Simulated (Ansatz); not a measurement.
Reaction (cleavage of the Si–Al bond): `C[CH2][AlH][AlH][SiH3]` + `S[SiH2]Cl` → `[SiH3]S[SiH2]Cl` + `C[CH2][AlH][AlH2]`

Gas-phase electronic energies from Ansatz, PBE0-D4/def2-TZVP geometries. CCSD(T)/CBS adds triple-zeta CCSD(T) − MP2 to the extrapolated MP2 energy (def2 sets, frozen cores). DFT in def2-TZVPP. B3LYP here is the variant with VWN-RPA as its local correlation; programs differ in this. One conformer a species, not always the lowest.

```tsv
level	ΔE (kJ/mol)	difference from CCSD(T)/CBS
r2SCAN-D4	-46.2	5.1
PBE0-D4	-42.6	8.7
ωB97M-V	-55.1	-3.8
B2PLYP	-48.8	2.5
PBE	-33.1	18.2
r2SCAN	-45.3	6.0
B3LYP	-41.8	9.5
HF/def2-TZVPP	-55.0	-3.7
MP2/def2-TZVPP	-59.4	-8.1
SCS-MP2/def2-TZVPP	-57.4	-6.1
CCSD/def2-TZVPP	-46.6	4.7
CCSD(T)/def2-TZVPP	-46.7	4.6
MP2/def2-QZVPP	-62.3	-11.0
SCS-MP2/def2-QZVPP	-60.2	-8.9
MP2/CBS(def2)	-64.0	-12.7
CCSD/CBS(def2)	-51.2	0.1
CCSD(T)/CBS	-51.3	0
```

Largest T1 diagnostic among the species: 0.012.

The D4 term adds −8.0 kJ/mol with B3LYP and −4.0 kJ/mol with PBE0; it sums over pairs of atoms, weighted by their polarisabilities, and B3LYP, whose exchange is more repulsive, gets the larger term. From PBE to PBE0 (25 % exact exchange), in def2-TZVPP and without D4, ΔE moves by −5.6 kJ/mol.
